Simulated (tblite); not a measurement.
Isomers of C2H11FSSi3. Level: GFN2-xTB in tblite, geometry and Hessian alike; calculated harmonic values, unscaled, isolated species. Errors from tens to a few hundred cm⁻¹ against measured bands are possible. Modes of hydrogen on silicon and sulfur can be 10 to 20 % off. One conformer each.

Electronic energies: GFN2-xTB at the same geometries; isomer energies are rough at this level and their order can be wrong.

```json
{"SMILES": "CS[Si@H](C[SiH3])[SiH2]F", "electronic energy, lowest = 0 (kcal/mol)": "0.0"}
{"SMILES": "C[C@@H](F)[SiH2][Si@H]([SiH3])S", "electronic energy, lowest = 0 (kcal/mol)": "43.8"}
{"SMILES": "FCC[SiH2][SiH2]S[SiH3]", "electronic energy, lowest = 0 (kcal/mol)": "16.0"}
```

Problem. How do GFN2-xTB zero-point energies change the relative energies?

Solution. 
| SMILES | ZPE (kcal/mol) | of it from modes above 1550 cm⁻¹ | electronic (kcal/mol) | with ZPE, lowest = 0 (kcal/mol) | lowest mode (cm⁻¹) | rings |
| --- | --- | --- | --- | --- | --- | --- |
| CS[Si@H](C[SiH3])[SiH2]F | 73.3 | 40.8 | 0.0 | 0.0 | 18 | 0 |
| FCC[SiH2][SiH2]S[SiH3] | 73.0 | 39.6 | 16.0 | 15.8 | 16 | 0 |
| C[C@@H](F)[SiH2][Si@H]([SiH3])S | 71.6 | 39.7 | 43.8 | 42.1 | 2i | 0 |

The zero-point energies span 1.7 kcal/mol, from `C[C@@H](F)[SiH2][Si@H]([SiH3])S` to `CS[Si@H](C[SiH3])[SiH2]F`. Slightly imaginary modes are left out of the zero-point energy: `C[C@@H](F)[SiH2][Si@H]([SiH3])S` 1.7i cm⁻¹. The order is unchanged.
